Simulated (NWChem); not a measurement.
System: CHOS cation; SMILES [OH+]=C=S

NWChem input:

```
start job
memory heap 200 mb stack 900 mb global 1100 mb
charge 1
geometry units angstroms noautosym nocenter noautoz
  O     -0.118344     1.640700     0.000000
  C      0.003541     0.419766     0.000000
  S      0.022399    -1.074181     0.000000
  H      0.684647     2.204825     0.000000
end
basis spherical
  * library 6-31g*
end
dft
  xc xpbe96 cpbe96
  iterations 150
end
property
  efieldgrad
end
task dft property
```

The geometry was optimised at PBE0-D3(BJ)/def2-TZVP.

Vzz is the largest principal value of the second derivative of the potential at the nucleus (NWChem prints the opposite sign); η is the asymmetry. Non-relativistic.

Atoms are numbered as in the input.

Question: What results follow from this input? (PBE/6-31G* (spherical d).) Quantities: Vzz O1 (a.u.); η O1; Vzz S3 (a.u.); η S3.

Answer: 
```
Item            Value
-------------  ------
Vzz O1 (a.u.)   1.408
η O1             0.57
Vzz S3 (a.u.)  -0.901
η S3             0.99
```
